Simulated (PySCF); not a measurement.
**Working with the constants of CoCl⁻**

UHF-MP2 constants of CoCl⁻, quartet, unpaired electrons σ ↑, π ↑, δ ↑ (Co def2-TZVPPD, Cl def2-TZVPPD; no relativity (PySCF 2.14); masses 58.9332 and 34.9689 u):

- ωe: 239.4 cm⁻¹
- ωexe: 2.1 cm⁻¹
- Be: 0.13815 cm⁻¹
- αe: 0.00138 cm⁻¹
- D (centrifugal): 1.84e-07 cm⁻¹

(1) Give the vibrational terms G(v) and spacings up to v = 3.

Correlated steps freeze 10 core orbitals. With d or f electrons several states lie close, and the lowest PBE0 determinant need not be the measured ground state.

Answers

(1) G(v) = ωe(v+½) − ωexe(v+½)².

```
v  G(v) (cm⁻¹)  G(v) − G(v−1)  Bv (cm⁻¹)
0          119                    0.1375
1          354            235     0.1361
2          585            231     0.1347
3          812            227     0.1333
```
